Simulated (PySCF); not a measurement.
Constitutional and geometric isomers with formula C2H6Si. Gas-phase values, no solvent. Strings in code marks are SMILES.

All values below come from ωB97X-D3(BJ)/def2-TZVP // PBE0-D3(BJ)/def2-TZVP run with PySCF 2.14.0. All candidates: neutral, multiplicity 1. Delta-SCF ions had no search for a lower state. Excitations are Tamm–Dancoff values on a coarser integration grid. The basis has no diffuse functions, so Rydberg states are missing or too high.

```yaml
vertical ionisation energy (Delta-SCF): 9.22 eV
HOMO: -9.28 eV
T1 excitation (TDA): 5.33 eV
```

Question: Say which member has these values.
A. `C=[SiH]C`
B. `C1C[SiH2]1`
C. `CC=[SiH2]`
D. `C=C[SiH3]`

Answer: B, `C1C[SiH2]1`. The others give `CC=[SiH2]`: 8.22 eV, -8.37 eV, 2.63 eV; `C=C[SiH3]`: 10.37 eV, -10.42 eV, 4.44 eV; `C=[SiH]C`: 8.31 eV, -8.50 eV, 3.10 eV
